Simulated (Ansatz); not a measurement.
Input file for Ansatz (a program for electronic structure): R-CCSD(T)/aug-cc-pVTZ on CH2N2O (a complex), monomers drawn apart or pushed together.

Ansatz 0.2 input:
```yaml
crystal:
  periodic: [false, false, false]
  atoms:
    - {symbol: N, position_ang: [-0.34312846, 0.10551158, -0.85592625]}
    - {symbol: N, position_ang: [0.26455742, -0.08135483, 0.03025079]}
    - {symbol: C, position_ang: [0.61280343, -0.32296795, 5.74660348]}
    - {symbol: O, position_ang: [-0.43292058, -0.05421192, 6.26805897]}
    - {symbol: H, position_ang: [0.88156419, -1.35970804, 5.46665793]}
    - {symbol: H, position_ang: [1.36990334, 0.45017495, 5.51320530]}
basis:
  gaussian:
    orbitals: aug-cc-pVTZ
magnetization: {spin_polarized: false}
correlation: {method: ccsd_t, electrons: outside_noble_gas}
scf: {lower_state_search: off}
```

The head of its log:

```
WARN ansatz: RAYON_NUM_THREADS=2 ignored (pool sized by the plan → 2); use --threads N
Functional definition: HF
these checks for a lower state are left out or cut short: stability, starts, cluster_reference, orbital_swaps, neighbouring_geometries, increment
integrals: 1.16 GiB planned
1355 factors; integrals over basis functions are off by at most 7.6e-4 eV
mean field: 0.61 GiB planned
mean field evaluation 1: about -6063.0982 eV, gradient 3.4e1 eV
mean field evaluation 2: about -6063.1130 eV, gradient 3.4e1 eV
mean field evaluation 4: about -6065.3889 eV, gradient 3.1e0 eV
mean field evaluation 8: about -6065.4248 eV, gradient 2.0e-1 eV
mean field -6065.42501994 eV, -222.9002581902 hartree, gradient 1.6e-6 eV, S^2 0.000000; 0 other end points of the search recorded, 0 dependent functions left out
4 core orbitals not correlated
reference -6065.42501994 eV, -222.9002581902 hartree; 11, 11 occupied and 215, 215 virtual orbitals, 1355 factors
```

Question: Give the final energy of this run.

Answer: -223.7232 hartree (reference determinant -222.9003, T1 diagnostic 0.014).
